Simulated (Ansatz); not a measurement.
Gas-phase reaction R1 + R2 → P1 + P2, each structure at its B3LYP-D3(BJ)/def2-TZVP stationary point, reached from a drawn start (curvature not checked).
P1: F atom, charge 0, multiplicity 2.
R1: H atom, charge 0, multiplicity 2.
P2: SiH4 (SMILES [SiH4]), charge 0, multiplicity 1.
R2: FH3Si (SMILES F[SiH3]), charge 0, multiplicity 1.

P less R. No zero-point or thermal terms; singlets are restricted closed shells; open shells are unrestricted; no spin–orbit coupling.

Cores are frozen in the correlated methods.

The values were computed with Ansatz (Gaussian orbitals). Each number belongs to the level named beside it.

```
level                 reaction energy (kcal/mol)
--------------------  --------------------------
SVWN5/def2-TZVPP                           70.61
revPBE/def2-TZVPP                          54.51
r2SCAN/def2-TZVPP                          56.20
CAM-B3LYP/def2-TZVPP                       55.99
MP2/cc-pV(D+d)Z                            52.78
MP2/cc-pV(Q+d)Z                            67.03
SCS-MP2/cc-pV(Q+d)Z                        60.86
CCSD/cc-pV(Q+d)Z                           54.50
CCSD(T)/cc-pV(Q+d)Z                   (withheld)
```

Problem. Fill in the missing entries.

Solution. 
- CCSD(T)/cc-pV(Q+d)Z, reaction energy (kcal/mol): 56.71

Ansatz is a program for electronic structure.
